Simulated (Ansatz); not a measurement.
Caution, from a PySCF single point (PBE0-D3(BJ)/def2-TZVP) at this geometry: the restricted solution is unstable towards spin-unrestricted or complex orbitals, so a lower solution exists and this singlet may not be the ground state. This singlet lies 0.28 eV below the relaxed triplet at the level composite: frozen-core CCSD(T) with HF/cc-pVQZ and the correlation energy extrapolated as X^-3 from cc-pVTZ and cc-pVQZ, plus CCSDT(Q) minus CCSD(T) in cc-pVDZ // PBE0-D3(BJ)/def2-TZVP (Ansatz, a quantum-chemistry and plane-wave program); other levels give the other order.

The numbers are results of Ansatz with PBE0-D3(BJ)/def2-TZVP, not measurements. No frequencies were computed at this level.

Ansatz 0.2 input:
```yaml
crystal:
  periodic: [false, false, false]
  atoms:
    - { symbol: C, position_ang: [-0.261338, 0.489261, 0.0] }
    - { symbol: Cl, position_ang: [1.251657, -0.140394, -0.000004] }
    - { symbol: H, position_ang: [-0.990319, -0.348867, 0.000004] }
basis:
  gaussian: { orbitals: def2-tzvp }
hamiltonian:
  xc: pbe0
  dispersion: d3bj
relax:
  max_steps: 150
```

Output:

```
Functional definition: PBE0
492 factors; their error is unknown
mean field evaluation 1: about -13565.0860 eV, gradient 2.9e1 eV
mean field evaluation 2: about -13562.5161 eV, gradient 4.2e1 eV
mean field evaluation 4: about -13567.3170 eV, gradient 8.1e-1 eV
mean field evaluation 8: about -13567.3514 eV, gradient 2.3e-1 eV
mean field evaluation 16: about -13567.3515 eV, gradient 1.1e-5 eV
mean field -13567.35150051 eV, -498.5909713626 hartree, gradient 1.1e-5 eV, S^2 0.000000; 0 other end points of the search recorded, 0 dependent functions left out
reference -13567.35152095 eV, -498.5909721137 hartree; 12, 12 occupied and 62, 62 virtual orbitals, 492 factors
relax step   1: F+E_penalty+E_count = -13567.37941288 eV  Δ(F+E_penalty+E_count) = +0.000e0 eV  max|allowed force component| = 1.033e0 eV/Å  Δτ_max = 0.0000 Å  (27 SCF iters, accepted)
these checks for a lower state are left out or cut short: starts, cluster_reference, orbital_swaps, neighbouring_geometries, increment
492 factors; their error is unknown
mean field -13567.38221506 eV, -498.5921001014 hartree, gradient 2.0e-5 eV, S^2 0.000000; 0 other end points of the search recorded, 0 dependent functions left out
reference -13567.38223565 eV, -498.5921008583 hartree; 12, 12 occupied and 62, 62 virtual orbitals, 492 factors
relax step   2: F+E_penalty+E_count = -13567.41015314 eV  Δ(F+E_penalty+E_count) = -3.074e-2 eV  max|allowed force component| = 7.309e-1 eV/Å  Δτ_max = 0.0287 Å  (30 SCF iters, accepted)
these checks for a lower state are left out or cut short: starts, cluster_reference, orbital_swaps, neighbouring_geometries, increment
492 factors; their error is unknown
mean field evaluation 32: about -13567.3939 eV, gradient 2.0e-5 eV
mean field -13567.39393939 eV, -498.5925309628 hartree, gradient 2.0e-5 eV, S^2 0.000000; 0 other end points of the search recorded, 0 dependent functions left out
reference -13567.39396015 eV, -498.5925317256 hartree; 12, 12 occupied and 62, 62 virtual orbitals, 492 factors
relax step   3: F+E_penalty+E_count = -13567.42186190 eV  Δ(F+E_penalty+E_count) = -1.171e-2 eV  max|allowed force component| = 2.747e-1 eV/Å  Δτ_max = 0.0246 Å  (30 SCF iters, accepted)
these checks for a lower state are left out or cut short: starts, cluster_reference, orbital_swaps, neighbouring_geometries, increment
492 factors; their error is unknown
mean field -13567.39558572 eV, -498.5925914641 hartree, gradient 2.1e-5 eV, S^2 0.000000; 0 other end points of the search recorded, 0 dependent functions left out
reference -13567.39560647 eV, -498.5925922266 hartree; 12, 12 occupied and 62, 62 virtual orbitals, 492 factors
relax step   4: F+E_penalty+E_count = -13567.42352136 eV  Δ(F+E_penalty+E_count) = -1.659e-3 eV  max|allowed force component| = 2.252e-2 eV/Å  Δτ_max = 0.0099 Å  (32 SCF iters, accepted)
these checks for a lower state are left out or cut short: starts, cluster_reference, orbital_swaps, neighbouring_geometries, increment
492 factors; their error is unknown
mean field -13567.39564158 eV, -498.5925935169 hartree, gradient 2.1e-5 eV, S^2 0.000000; 0 other end points of the search recorded, 0 dependent functions left out
reference -13567.39566232 eV, -498.5925942792 hartree; 12, 12 occupied and 62, 62 virtual orbitals, 492 factors
relax step   5: F+E_penalty+E_count = -13567.42357517 eV  Δ(F+E_penalty+E_count) = -5.381e-5 eV  max|allowed force component| = 2.794e-4 eV/Å  Δτ_max = 0.0020 Å  (33 SCF iters, accepted)
492 factors; their error is unknown
mean field evaluation 64: about -13567.3956 eV, gradient 2.3e-1 eV
mean field -13567.39564158 eV, -498.5925935169 hartree, gradient 2.1e-5 eV, S^2 0.000000; 1 other end points of the search recorded, 0 dependent functions left out
reference -13567.39566232 eV, -498.5925942792 hartree; 12, 12 occupied and 62, 62 virtual orbitals, 492 factors
Total energy: -13567.42359591 eV, -498.5936208198 hartree
Atom 0 at    -0.289429     0.528120     0.000000 Å, force     0.000279     0.000216    -0.000000 eV/Å
Atom 1 at     1.242903    -0.164609    -0.000004 Å, force    -0.000092     0.000040     0.000000 eV/Å
Atom 2 at    -0.953474    -0.363511     0.000004 Å, force    -0.000187    -0.000256     0.000000 eV/Å
Dipole moment:     0.023690    -0.344639     0.000001 e Å
```

Cost: about 7 core-seconds (a rough figure).
